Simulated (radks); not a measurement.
Task: Yb III, 68 electrons, occupied as [Xe] 4f14. Method: scalar-relativistic Kohn-Sham, LB94 model potential, spin-unpolarised, spherical densities, finite nucleus; Fermi nuclear charge, rms radius 5.3108 fm; computed with a radial shooting solver on a logarithmic mesh with Libxc functionals. Some entries of the table are withheld. Estimate them.

| orbital | occ. | eigenvalue (Ry) | <r> (bohr) |
|---|---|---|---|
| 1s | 2 | -4517.694 | 0.01964 |
| 2s | 2 | -767.8370 | 0.08320 |
| 2p | 6 | -677.4386 | (1) |
| 3s | 2 | -174.7384 | 0.2164 |
| 3p | 6 | -147.4470 | 0.2158 |
| 3d | 10 | -114.1122 | 0.1956 |
| 4s | 2 | -35.45482 | 0.4887 |
| 4p | 6 | -26.54419 | 0.5192 |
| 4d | 10 | -14.78978 | 0.5609 |
| 5s | 2 | -5.69808 | 1.202 |
| 5p | 6 | -3.65224 | 1.438 |
| 4f | 14 | -1.94120 | 0.7646 |
| 6s | 0 | -1.59499 | 3.005 |
| 5d | 0 | (2) | 2.271 |
| 6p | 0 | -1.16626 | 3.642 |
| 5f | 0 | -0.56089 | 5.292 |

Result: 
(1) 2p <r> (bohr): 0.07399
(2) 5d eigenvalue (Ry): -1.50767
